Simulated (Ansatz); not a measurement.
Basis-set extrapolation for CH₂Cl₂FSi (`[CH2][Si](F)(Cl)Cl`) radical (PBE0-D4/def2-TZVP geometry, frozen core, Ansatz). Multiplicity 2, UHF reference.

```json
{"": "HF", "def2-TZVPP": "-1346.654886", "def2-QZVPP": "-1346.696225"}
{"": "MP2 correlation", "def2-TZVPP": "-0.875245", "def2-QZVPP": "-0.958936"}
{"": "CCSD(T) correlation", "def2-TZVPP": "-0.959152", "def2-QZVPP": "not run"}
```

Energies in hartree. Use E(X) = E(∞) + A·exp(−7.88·√X) for Hartree–Fock and E(X) = E(∞) + B·X^(−2.97) for correlation, with X = 3 and 4, and add CCSD(T) minus MP2 of the smaller set to the MP2 limit.

Task: What is the CCSD(T) energy at the basis-set limit?

Result: HF limit: -1346.696225 + (-0.041339) × 0.13774 = -1346.70192. MP2 limit: -0.958936 + (-0.083691) × 0.74074 = -1.02093. Higher-order term: -0.959152 − (-0.875245) = -0.08391. Total: -1347.80676 hartree, 120.9 kcal/mol below CCSD(T)/def2-TZVPP.
